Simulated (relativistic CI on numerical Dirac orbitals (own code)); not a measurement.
**Level scheme of Mo3+**

Calculated at this level of theory: Dirac-Coulomb-Breit CI, separate exchange-only KLI orbitals for each configuration, model QED, valence Slater integrals scaled by 0.85, P86 correlation estimate, and configurations built on the next ion tied to the tabulated ionisation energy (semi-empirical) (own radial code, finite nucleus).

Configurations in the expansion (outside the closed core [Ar] 3d10): 4s²4p⁶4d³, 4s²4p⁶4d²5s, 4s²4p⁶4d²5p, 4s²4p⁶4d²5d, 4s²4p⁶4d²6s, 4s²4p⁶4d²4f, 4s²4p⁶4d²5f, 4s²4p⁶4d5s², 4s²4p⁶4d5s5p, 4s²4p⁵4d⁴, 4s²4p⁶4d4f², 4s²4p⁶4d²6p, 4s²4p⁶4d²6d, 4s²4p⁶4d²5g, 4s²4p⁶4d5p², 4s²4p⁶4d²6f, 4s²4p⁶4d5s5d, 4s²4p⁶4d4f5s, 4s²4p⁴4d⁵, 4s²4p⁵4d³4f, 4s²4p⁶4d5p5d, 4s²4p⁶4d4f5p, 4s4p⁶4d⁴. Levels of other configurations are missing.

The lowest level is 4s²4p⁶4d³ ⁴F3/2, with 97 % of that term; Hund's rules for 4s²4p⁶4d³ give ⁴F with J = 3/2, in agreement.

```csv
No.,Configuration,Term,J,E (cm⁻¹),%,Landé g,Lifetime (s),jj configuration (%)
1,4s²4p⁶4d³,⁴F,3/2,0.0,97,0.403,,4d3/2^3 (42)
2,4s²4p⁶4d³,⁴F,5/2,736.0,98,1.029,5.87e+01,4d3/2^2 4d5/2 (79)
3,4s²4p⁶4d³,⁴F,7/2,1662.8,98,1.237,2.92e+01,4d3/2 4d5/2^2 (74)
4,4s²4p⁶4d³,⁴F,9/2,2714.1,97,1.330,3.22e+01,4d3/2 4d5/2^2 (49)
5,4s²4p⁶4d³,⁴P,3/2,10048.6,82,1.653,1.43e+01,4d3/2^2 4d5/2 (58)
6,4s²4p⁶4d³,⁴P,1/2,10057.6,92,2.537,2.54e+01,4d3/2^2 4d5/2 (76)
7,4s²4p⁶4d³,⁴P,5/2,11271.1,97,1.596,1.62e+01,4d3/2 4d5/2^2 (63)
8,4s²4p⁶4d³,²G,7/2,11637.7,98,0.891,2.33e+00,4d3/2 4d5/2^2 (49)
9,4s²4p⁶4d³,²G,9/2,12407.5,87,1.093,1.51e+00,4d3/2^2 4d5/2 (61)
10,4s²4p⁶4d³,²D,3/2,13579.7,44,1.144,9.66e-01,4d3/2 4d5/2^2 (63)
11,4s²4p⁶4d³,²P,1/2,13844.2,91,0.799,3.49e+00,4d3/2 4d5/2^2 (76)
12,4s²4p⁶4d³,²D,5/2,16024.0,96,1.204,9.46e-01,4d3/2 4d5/2^2 (52)
13,4s²4p⁶4d³,²D,3/2,16317.3,50,1.066,8.65e-01,4d5/2^3 (78)
14,4s²4p⁶4d³,²H,9/2,16465.0,88,0.930,2.72e+00,4d3/2 4d5/2^2 (49)
15,4s²4p⁶4d³,²H,11/2,16896.4,99,1.091,8.19e+00,4d3/2 4d5/2^2 (99)
16,4s²4p⁶4d³,²F,7/2,24761.0,97,1.142,1.52e+00,4d3/2 4d5/2^2 (73)
17,4s²4p⁶4d³,²F,5/2,25067.3,97,0.860,1.92e+00,4d3/2 4d5/2^2 (51)
18,4s²4p⁶4d³,²D,5/2,37603.3,97,1.198,1.36e-01,4d3/2^2 4d5/2 (48)
19,4s²4p⁶4d³,²D,3/2,37942.0,98,0.799,,4d3/2 4d5/2^2 (86)
20,4s²4p⁶4d²5s,⁴F,3/2,66981.9,99,0.402,,4d3/2^2 5s (75)
21,4s²4p⁶4d²5s,⁴F,5/2,67659.8,98,1.028,,4d3/2 4d5/2 5s (57)
22,4s²4p⁶4d²5s,⁴F,7/2,68662.8,99,1.237,,4d3/2 4d5/2 5s (86)
23,4s²4p⁶4d²5s,⁴F,9/2,69916.0,99,1.333,,4d5/2^2 5s (75)
24,4s²4p⁶4d²5s,²F,5/2,75009.2,95,0.869,,4d3/2 4d5/2 5s (58)
25,4s²4p⁶4d²5s,²F,7/2,77031.5,97,1.142,,4d5/2^2 5s (58)
26,4s²4p⁶4d²5s,⁴P,1/2,78561.0,99,2.666,,4d3/2^2 5s (46)
27,4s²4p⁶4d²5s,⁴P,3/2,78928.6,93,1.669,,4d3/2 4d5/2 5s (95)
28,4s²4p⁶4d²5s,⁴P,5/2,78961.8,69,1.474,,4d3/2 4d5/2 5s (83)
29,4s²4p⁶4d²5s,²D,3/2,80625.3,89,0.874,,4d5/2^2 5s (42)
30,4s²4p⁶4d²5s,²D,5/2,81505.7,68,1.316,,4d5/2^2 5s (94)
```

Energies count from the lowest computed level; lifetimes are radiative, by E1, M1, E2 decay to levels of this space only; some are left blank where a channel outside the calculation adds to the decay or the decay crosses a small, uncertain gap. Filled j subshells are mostly left out of the jj labels.

The mean weight of the leading LS term, summed over parents, in these 30 levels is 90 %, and that of the leading jj configuration (from the same eigenvectors) 66 %, so LS coupling describes them better.

Configurations that consist of the next ion and one excited electron were tied to the tabulated ionisation energy; Rydberg ones are usually within 1,000 to 3,000 cm⁻¹ and the lowest ones within about 6,000 (9,000 in d shells), while levels on excited terms of the next ion carry the error of that term, and the other configurations can be misplaced by 10,000 cm⁻¹ or more. Rates follow the energies as ν³ (E1, M1) or ν⁵ (E2), so rates, branching and lifetimes can be off by large factors. The fine structure of a lone outer electron comes out too small, for d and f at times inverted, and misplaced configurations move strength between like terms. 58 of the 64 excited levels that our extract of the measured tables holds in this range could be paired (the sources list more); they are missed by 4362 cm⁻¹ on average and 6839 at most, and levels without a partner can miss by more. Some levels of the ground configuration have no partner and can miss by 10 % or more.

Landé's interval rule says that E(J) − E(J−1) = AJ with one A. For the ground term the intervals give A = 294.4, 264.8, 233.6 cm⁻¹ for J = 5/2, 7/2, 9/2; the multiplet is regular.

LS names give the leading component of a level, which can be under half, so a name can repeat, a term be missing and a line seem to break the LS rules.
